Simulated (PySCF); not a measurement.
C5H4F2. Atoms are numbered in the order given.

```xyz
11

C      1.0824    -2.1434     0.0000
C      0.3848    -1.1570     0.0000
C     -0.4602     0.0462     0.0000
F     -1.2792     0.0155    -1.0858
F     -1.2792     0.0155     1.0858
C      0.2835     1.3488     0.0000
C      1.6062     1.4811     0.0000
H      1.6949    -3.0270     0.0000
H     -0.3865     2.2150     0.0000
H      2.2655     0.6085     0.0000
H      2.0717     2.4692     0.0000
```

The structure is a stationary point at PBE0-D3(BJ)/def2-SVP. The values are those of a single conformer.

Calculation: PySCF with TDA-LC-ωPBE/def2-SVPD.

Vertical excitations.  State labels are in the subgroup Cs.

Computed excitation energies, oscillator strengths and character:
```tsv
state	symmetry	energy (eV)	λ (nm)	f	main pairs
S1	A"	6.47	192	0.000	HOMO−1→LUMO+3 42 %, HOMO−1→LUMO 30 %, HOMO−2→LUMO+1 9 %, HOMO−2→LUMO+2 7 %
S2	A'	6.81	182	0.002	HOMO−1→LUMO+1 22 %, HOMO−2→LUMO+3 20 %, HOMO−1→LUMO+2 18 %, HOMO−2→LUMO 15 %
S3	A"	6.84	181	0.001	HOMO−2→LUMO+1 25 %, HOMO−2→LUMO+2 19 %, HOMO−1→LUMO+3 13 %, HOMO→LUMO+1 12 %
S4	A'	8.06	154	0.371	HOMO→LUMO 81 %
S5	A"	8.06	154	0.000	HOMO−3→LUMO 79 %
S6	A"	8.77	141	0.017	HOMO→LUMO+2 55 %, HOMO→LUMO+4 15 %, HOMO−2→LUMO+2 9 %
S7	A"	8.95	139	0.000	HOMO−1→LUMO 45 %, HOMO−1→LUMO+3 32 %, HOMO−4→LUMO 13 %
S8	A'	9.07	137	0.050	HOMO−2→LUMO 66 %, HOMO→LUMO+3 23 %
S9	A"	9.09	136	0.004	HOMO→LUMO+1 58 %, HOMO−2→LUMO+2 15 %
S10	A'	9.23	134	0.125	HOMO−1→LUMO+1 39 %, HOMO−1→LUMO+2 35 %, HOMO−1→LUMO+4 9 %
T1	A'	4.20	295	0	HOMO→LUMO 68 %, HOMO−2→LUMO 12 %, HOMO→LUMO+3 12 %
T2	A'	5.08	244	0	HOMO−2→LUMO+3 27 %, HOMO−1→LUMO+1 17 %, HOMO−2→LUMO 15 %, HOMO−1→LUMO+2 14 %
T3	A"	5.66	219	0	HOMO−1→LUMO+3 36 %, HOMO−1→LUMO 20 %, HOMO−2→LUMO+1 13 %, HOMO−2→LUMO+2 11 %
T4	A'	5.68	218	0	HOMO−1→LUMO+1 28 %, HOMO−1→LUMO+2 23 %, HOMO−2→LUMO+3 16 %, HOMO−2→LUMO 10 %
```
Triplets are in the Tamm–Dancoff approximation.
